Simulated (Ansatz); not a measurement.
## Which is lower?

Two relaxed structures of AlBSiNH5, singlet (PBE0-D4/def2-TZVP; forces vanish, vibrations not checked).

A:

```json
{"atom": "B1", "x (Å)": "-1.1338", "y (Å)": "1.7435", "z (Å)": "-1.1203"}
{"atom": "N2", "x (Å)": "-0.3499", "y (Å)": "0.8080", "z (Å)": "-0.8392"}
{"atom": "Al3", "x (Å)": "0.7316", "y (Å)": "-0.5202", "z (Å)": "-0.3844"}
{"atom": "Si4", "x (Å)": "0.4411", "y (Å)": "-1.4814", "z (Å)": "1.8524"}
{"atom": "H5", "x (Å)": "-1.8669", "y (Å)": "2.6197", "z (Å)": "-1.3856"}
{"atom": "H6", "x (Å)": "1.3790", "y (Å)": "-2.6059", "z (Å)": "2.1319"}
{"atom": "H7", "x (Å)": "1.8139", "y (Å)": "-1.0055", "z (Å)": "-1.4361"}
{"atom": "H8", "x (Å)": "-0.9457", "y (Å)": "-2.0013", "z (Å)": "2.0328"}
{"atom": "H9", "x (Å)": "0.6581", "y (Å)": "-0.4478", "z (Å)": "2.9064"}
```

B:

```
9
angstrom
B -0.8463 0.6499 -0.2921
N 0.1279 0.5990 -1.2949
Al 1.7398 -0.2059 -0.8764
Si -0.5959 -0.1011 1.5835
H -1.9176 1.1589 -0.4998
H -0.1220 1.0095 -2.1871
H -0.7721 0.9852 2.5892
H -1.6283 -1.1425 1.8520
H 0.7322 -0.7335 1.8659
```

Computed with Ansatz 0.2.0 (basis: def2-TZVPP); correlated methods freeze the cores. B3LYP uses VWN-RPA correlation.

(1) Which structure is lower at CCSD(T), and by how much? (Judge from chemistry; the value comes from the calculation.)

(2) Do the other methods give the same order? (Judge from chemistry; the calculation decides.)

T1 diagnostic: at most 0.015.

Answers

(1) The calculation gives: A, by 6.6 kJ/mol (electronic energy, against the other). By their contacts, A is AlBSiNH₅ ([BH][N][AlH][SiH3]) and B is AlBSiNH₅ ([Al][NH][BH][SiH3]).

(2) Computed: Not all: PBE-D4, PBE0-D4, wB97M-V give the other order.

```
   method  E(B) − E(A) (kJ/mol)
   PBE-D4                  -5.9
r2SCAN-D4                  17.4
  PBE0-D4                  -6.2
 B3LYP-D4                   4.4
  wB97M-V                  -3.6
       HF                  27.1
      MP2                  18.2
     CCSD                   5.8
  CCSD(T)                   6.6
```

Labels in which every atom is bracketed show which atoms are joined, not bond orders.

For scale, one of the runs: CCSD(T)/def2-TZVPP, 216 basis functions, launched by `ansatz run in.yaml --threads 2 --pin off --events-out ev --progress --plain --max-ram 4352MiB`. The run took 56 s on 2 CPU threads of an Arm Neoverse V2 (shared host), with 2.9 GiB of host memory at its peak.
